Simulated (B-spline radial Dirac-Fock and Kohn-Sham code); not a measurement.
## The K (1s) hole of molybdenum ions: width and yield against charge

Calculated with a B-spline atomic structure program, using independent-particle rates on relativistic LDA orbitals of the hole state (multipoles up to L = 3, Coulomb Auger matrix elements, transition energies from Dirac-Fock). Tabulated ground configurations, configuration averages; single configurations, so decays that open only by mixing (as 1s 2s² with 1s 2p² in Be-like ions) are missing and such tiny yields are far too low.

```tsv
ion	configuration	radiative (eV)	non-radiative (eV)	yield
Mo	[Kr] 4d5 5s1	3.38	1.04	0.764
Mo⁺	[Kr] 4d5	3.38	1.04	0.764
Mo²⁺	[Kr] 4d4	3.38	1.04	0.764
Mo³⁺	[Kr] 4d3	3.38	1.04	0.764
Mo⁴⁺	[Kr] 4d2	3.38	1.04	0.764
Mo⁵⁺	[Kr] 4d1	3.39	1.05	0.764
Mo⁶⁺	[Ar] 3d10 4s2 4p6	3.39	1.05	0.764
Mo⁷⁺	[Ar] 3d10 4s2 4p5	3.38	1.05	0.764
```
